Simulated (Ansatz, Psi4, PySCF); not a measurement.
H₄B₃O₃ (SMILES B1OB[OH+]BO1), charge +1, singlet, at a GFN2-xTB geometry, atoms displaced at random by about 0.03 Å a coordinate. Base run: HF/STO-3G, gradient (PySCF).

PySCF was given this input:
```python
from pyscf import gto, scf

mol = gto.M(
    atom='''
B    -0.92054756    1.03474417   -0.24983867
O    -1.36072782   -0.26323559   -0.02604840
B    -0.60163289   -1.29232897    0.14279808
O     0.83093907   -0.93921802    0.21236562
B     1.33025604    0.41517901    0.07483553
O     0.43584453    1.30295591   -0.20561998
H    -1.70296748    1.90865305   -0.49525256
H    -0.87690546   -2.37710825    0.33060663
H     1.45211529   -1.68385411    0.38253788
H     2.49261705    0.60036152    0.04160326
''',
    basis='sto-3g',
    charge=1,
    verbose=4,
)

mf = scf.RHF(mol)
mf.kernel()
g = mf.nuc_grad_method()
grad = g.kernel()
```

Programs used: Ansatz (a program for electronic structure), Psi4, PySCF; a row that names a program was run with it.

The coordinate followed is z of atom 5.

Each row names what was changed in the base input (with any setting that the change needs).

```tsv
change	dE/dx (Eh/bohr)	net force (Eh/bohr)
base	0.012763	0.000000
density fitting = on; auxbasis_response = off	0.012733	0.003030
finite difference step (bohr) = 0.01; conv_tol = 1e-11	0.012765	-
finite difference step (bohr) = 0.05; conv_tol = 1e-11	0.012802	-
finite difference step (bohr) = 1e-5; conv_tol = 1e-11	0.012763	-
finite difference step (bohr) = 0.2; conv_tol = 1e-11	0.013373	-
finite difference step (bohr) = 1e-3; conv_tol = 1e-11	0.012763	-
finite difference step (bohr) = 1e-4; conv_tol = 1e-11	0.012763	-
code = ansatz	0.012765	0.000000
conv_tol = 1e-4	0.012755	0.000000
code = psi4	0.012758	0.000000
density fitting = on	0.012758	0.000000
```

The net force is zero for an exact gradient.
